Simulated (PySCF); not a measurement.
## YSe₂⁻, singlet: data card

Method: PBE0/[Y def2-SVPD with ECP28, Se def2-SVPD], scalar-relativistic core potentials, density fitting, no spin–orbit coupling, PySCF.

The structure is a minimum.

```json
{"Point group": "C2v", "Bond lengths": "Y–Se 2.538 Å (×2)", "Bond angles": "Se–Y–Se 135.7°", "Enthalpy at 298.15 K above 0 K": "14.39 kJ/mol", "Zero-point energy": "3.7 kJ/mol", "Entropy at 298.15 K and 1 bar": "325.7 J/(mol K)", "Rotational constants": "0.3224, 0.01909, 0.01802 cm⁻¹", "Principal quadrupole moments (Buckingham, traceless) about the centre of mass": "-52.19, 24.09, 28.10 D Å", "Heat capacity Cp at 298.15 K": "55.7 J/(mol K)", "Highest occupied level": "-1.52 eV", "Rotational symmetry number": "2", "Dipole moment about the centre of mass": "6.32 D", "Lowest empty level": "1.01 eV", "Principal polarisabilities": "127.4, 128.4, 220.9 bohr³"}
```

Harmonic modes (masses in u: Y 88.906, Se 79.917):
```tsv
symmetry	ω (cm⁻¹)	IR (km/mol)
a1	53	10.2
a1	258	4.4
b2	316	152
```

In C2v the vibrations span 2a1 + b2. Here b1 is antisymmetric to the molecular plane and b2 lies in it.

Charges (e); Mulliken and Löwdin values are unreliable with diffuse functions:
```json
{"atom": "Y1", "Mulliken": "0.79", "Löwdin": "0.02", "polar tensor": "1.40", "Mayer order to Y1": "–"}
{"atom": "Se2,3", "Mulliken": "-0.90", "Löwdin": "-0.51", "polar tensor": "-1.20", "Mayer order to Y1": "1.72"}
```

Mulliken populations on Y1 (electrons outside its core potential): s 2.40, p 6.30, d 1.45, f 0.06.

Outer orbital energies (eV). occupied: -12.29, -11.96, -2.95, -2.19, -2.12, -1.82, -1.76, -1.52; empty: 1.01, 2.23, 2.31, 3.13.

Formally Y is in oxidation state +3, d0. A d0 centre has no lone pair, yet it is C2v rather than linear: covalent bonding through the d orbitals favours lower symmetry. The polar-tensor charge on Y, 1.40, is far below the formal one.

Only a few start shapes were tried, so a lower isomer may exist. The lowest empty level of this anion is unbound, so it and the gap depend on the basis.

The final relaxation and frequency run took of the order of 2.5 core-minutes on a shared host.
